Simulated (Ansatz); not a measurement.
PBE exchange is replaced step by step with exact exchange (0 % is PBE, 25 % PBE0; no dispersion term), basis def2-TZVP, Ansatz. System: K3H3 (the lowest singlet isomer of a short search). Total charge 0; singlet. Geometry: PBE-D4/def2-TZVP.

Geometry of the singlet:

```xyz
6

K    -0.078    1.988   -1.502
K     1.959   -1.543   -0.073
K    -1.880   -0.446    1.575
H     1.823    0.422   -1.554
H    -1.910    1.509    0.075
H     0.085   -1.930    1.478
```

The structure comes from a short search, and lower isomers may exist.

```json
{"exact exchange (%)": "0", "HOMO (eV)": "-3.59", "LUMO (eV)": "-0.66", "gap (eV)": "2.93"}
{"exact exchange (%)": "10", "HOMO (eV)": "-3.98", "LUMO (eV)": "-0.46", "gap (eV)": "3.52"}
{"exact exchange (%)": "15", "HOMO (eV)": "-4.18", "LUMO (eV)": "-0.37", "gap (eV)": "3.81"}
{"exact exchange (%)": "25", "HOMO (eV)": "-4.59", "LUMO (eV)": "-0.19", "gap (eV)": "4.39"}
{"exact exchange (%)": "35", "HOMO (eV)": "-5.00", "LUMO (eV)": "-0.03", "gap (eV)": "4.97"}
{"exact exchange (%)": "50", "HOMO (eV)": "-5.64", "LUMO (eV)": "0.19", "gap (eV)": "5.83"}
```

(1) Fit a straight line to the column «gap (eV)» against the share of exact exchange and predict its value at 5 %.

Answers

(1) With x = exact exchange (%) and y = gap (eV): mean x = 22.5, mean y = 4.242; Σ(x − x̄)(y − ȳ) = 94.93, Σ(x − x̄)² = 1638; slope b = 0.05795, intercept a = ȳ − b·x̄ = 2.938. The residuals of the fitted rows reach 0.01. At x = 5 the line gives 2.938 + (0.05795 × 5) = 3.23; the run gave 3.22, 0.01 less than the line.
